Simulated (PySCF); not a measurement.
# Dipole response of Ni²⁺ (nickel, charge +2)

[Ar] 3d8, high-spin 3F determinant. Calculation: PySCF 2.14, in x2c-TZVPPall with one added diffuse shell each of s, p, d, f type (7s6p5d3f1g, 80 functions); the spin-free X2C one-electron Hamiltonian (Gaussian nucleus). Coupled (time-dependent) response in atomic units; α is the mean over directions.

```csv
method,mean α (bohr³),C₆ (like pair),S(−4)
UHF,2.714,7.387,3.170
PBE,3.537,9.939,6.841
PBE0,3.249,9.039,5.336
```

S(−4) is the Cauchy moment in α(ω) = α(0) + S(−4) ω² + …

α(iu) at PBE0:

```
u (hartree)  α(iu) (bohr³)
          0          3.249
     0.0500          3.236
      0.100          3.197
      0.200          3.058
      0.300          2.867
      0.500          2.458
      0.750          2.026
       1.00          1.698
       1.50          1.251
       2.00         0.9680
       3.00         0.6383
       5.00         0.3398
```

For an ion, C₆ is the dispersion term alone; charge-induced terms of lower order in 1/R come first.
